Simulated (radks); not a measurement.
Question: Species: neutral chlorine. Configuration: [He] 2s2 2p5.5 3s2 3p5 3d0.5 (fractional occupations, a model configuration). All-electron calculation, Dirac Kohn-Sham, B86b exchange with PBE correlation, spin-unpolarised, spherical densities, point nucleus; open shells fill j = l - 1/2 first. Program: a radial shooting solver on a logarithmic mesh with Libxc functionals. Some entries of the table are withheld. Estimate them.

orbital  occ.  eigenvalue (hartree)  <r^2> (bohr^2)  <1/r> (bohr^-1)
1s1/2       2                   (1)         0.01112            16.68
2s1/2       2              -9.88535          0.2292            3.350
2p1/2       2                   (2)          0.1979            3.265
2p3/2     3.5                   (3)          0.2000            3.240
3s1/2       2              -0.97421             (4)           0.9431
3p1/2       2                   (5)             (6)           0.8084
3p3/2       3                   (7)             (8)           0.8037
4s1/2       0              -0.07240           41.01           0.2248
4p1/2       0              -0.03439           124.7           0.1225
4p3/2       0              -0.03430           125.5           0.1219
3d3/2     0.5                   (9)           245.7          0.08181
3d5/2       0                  (10)           245.7          0.08178

Answer: 
(1) 1s1/2 eigenvalue (hartree): -102.0180
(2) 2p1/2 eigenvalue (hartree): -7.72205
(3) 2p3/2 eigenvalue (hartree): -7.65770
(4) 3s1/2 <r^2> (bohr^2): 2.511
(5) 3p1/2 eigenvalue (hartree): -0.50918
(6) 3p1/2 <r^2> (bohr^2): 3.413
(7) 3p3/2 eigenvalue (hartree): -0.50377
(8) 3p3/2 <r^2> (bohr^2): 3.447
(9) 3d3/2 eigenvalue (hartree): -0.01637
(10) 3d5/2 eigenvalue (hartree): -0.01637
